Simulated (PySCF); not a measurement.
Assigning NMR signals

Bonds (- single, = double, # triple, : aromatic): C1-C2, C2-C3, C2=C4, C4-C5, C5=O6, C4-C7, C7=O8, C7-Si9, Si9-Cl10. C1 carries H11, H12, H13; C3 carries H14, H15, H16; C5 carries H17; Si9 carries H18, H19.

Computational details: coordinates at the GFN2-xTB level, PBE0/pcSseg-1 with gauge-including orbitals, in PySCF (averaged over atoms made equivalent by symmetry, fast rotation or ring inversion, in vacuum, non-relativistic Hamiltonian, a single conformation).

References, each an isolated molecule treated in the same way: ¹³C and ¹H vs TMS.

Task: Assign these signals to the numbered atoms. ¹³C{¹H} NMR (computed): δ 234.5 (C), 197.1 (CH), 182.5 (C), 141.8 (C), 27.2 (CH3), 24.5 (CH3).

Result: 
234.5 → C7, carbonyl carbon
197.1 → C5, aldehyde carbonyl carbon: the double bond to the heteroatom, with no lone-pair donor beside it, deshields it most
182.5 → C2, β carbon of a C=C–C=O unit: conjugation with the carbonyl draws π density from the β position
141.8 → C4, α carbon of a C=C–C=O unit: as expected for a trigonal carbon in a double bond
27.2 → C1, allylic methyl carbon: aliphatic region, no heteroatom directly attached
24.5 → C3, allylic methyl carbon

Task: Assign these signals to the numbered atoms. ¹H NMR (300 MHz, computed): δ 10.24 (s, 1H), 5.16 (s, 2H), 2.58 (s, 3H), 2.38 (s, 3H).

Result: 
```tsv
δ (ppm)	atoms	environment	reason
10.24	H17	hydrogen on an aldehyde carbonyl carbon	the C=O anisotropy and electron withdrawal place aldehyde protons far downfield
5.16	H18/H19	hydrogen on a silicon bonded to C, Cl	–
2.58	H11/H12/H13	hydrogen on an allylic methyl carbon	allylic position
2.38	H14/H15/H16	hydrogen on an allylic methyl carbon	–
```

Shifts are as computed. Against solution values, carbons near 30 ppm lie about +3 ppm off and those near 130 ppm about +5 ppm. Of 1309 compounds with measured shifts, 239 miss one by over three times the rms of a fit or turn the order of signals round; such compounds aren't used in these exercises. Multiplicities follow the n + 1 count of equivalent neighbours, as no J values were calculated; m marks all less simple cases, F and P coupling included.
